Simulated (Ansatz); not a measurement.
C₆H₁₁IN₂⁻, that is 1-ethyl-3-methylimidazolium iodide with one electron more. Total charge -1; doublet. Geometry PBE-D4/def2-SVP, that of the neutral singlet; atoms count from 1.

Cartesian coordinates in Å:
```
C 1.346 0.566 -2.359
C -0.126 0.609 -1.959
N -0.388 -0.094 -0.700
C -0.166 -1.443 -0.459
C -0.385 -1.659 0.877
N -0.750 -0.445 1.440
C -0.840 -0.143 2.857
C -0.642 0.520 0.486
H 1.496 1.156 -3.284
H 1.683 -0.471 -2.558
H 1.968 0.998 -1.547
H -0.452 1.656 -1.804
H -0.782 0.169 -2.740
H 0.120 -2.137 -1.254
H -0.324 -2.575 1.471
H -0.883 -1.087 3.429
H -1.749 0.452 3.070
H 0.063 0.451 3.134
H -1.005 1.544 0.590
I 1.817 1.934 1.309
```

In the def2 sets I takes a core potential; there is no spin–orbit coupling. The highest occupied level of the charge -1 doublet lies above zero (up to 2.21 eV). By energy differences it is unbound by 0.67 eV (vertical, to the charge 0 singlet, at PBE0-D4/def2-TZVP) and held by the finite basis. In the doublet geometry the species has come apart into loosely held pieces.

Q: Estimate the Mulliken populations from the PBE0/def2-TZVP orbitals of Ansatz.

A: 
| atom | charge (e) | spin (α − β) |
| --- | --- | --- |
| C1 | -0.34 | 0.00 |
| C2 | -0.10 | -0.05 |
| N3 | 0.03 | 0.12 |
| C4 | -0.17 | 0.04 |
| C5 | -0.14 | -0.04 |
| N6 | 0.01 | 0.08 |
| C7 | -0.27 | -0.02 |
| C8 | -0.13 | 0.59 |
| H9 | 0.06 | 0.03 |
| H10 | 0.08 | 0.00 |
| H11 | 0.18 | 0.00 |
| H12 | 0.09 | 0.02 |
| H13 | 0.04 | 0.05 |
| H14 | 0.10 | 0.00 |
| H15 | 0.10 | 0.01 |
| H16 | 0.09 | 0.00 |
| H17 | 0.06 | 0.06 |
| H18 | 0.16 | 0.01 |
| H19 | 0.07 | 0.06 |
| I20 | -0.92 | 0.05 |
Mulliken values and Mayer orders depend strongly on the basis.

Q: Where does the spin sit?

A: Summed by element: C 0.51, N 0.21, H 0.23, I 0.05, of 1 unpaired in all. Largest on single atoms: C8 0.59, N3 0.12, N6 0.08.

Q: And the Mayer bond orders between bonded heavy atoms (over 0.3)?

A: C1–C2 1.03 (1.53 Å); C2–N3 0.96 (1.47 Å); N3–C4 1.07 (1.39 Å); N3–C8 1.09 (1.36 Å); C4–C5 1.74 (1.37 Å); C5–N6 1.14 (1.39 Å); N6–C7 0.97 (1.45 Å); N6–C8 1.11 (1.36 Å).
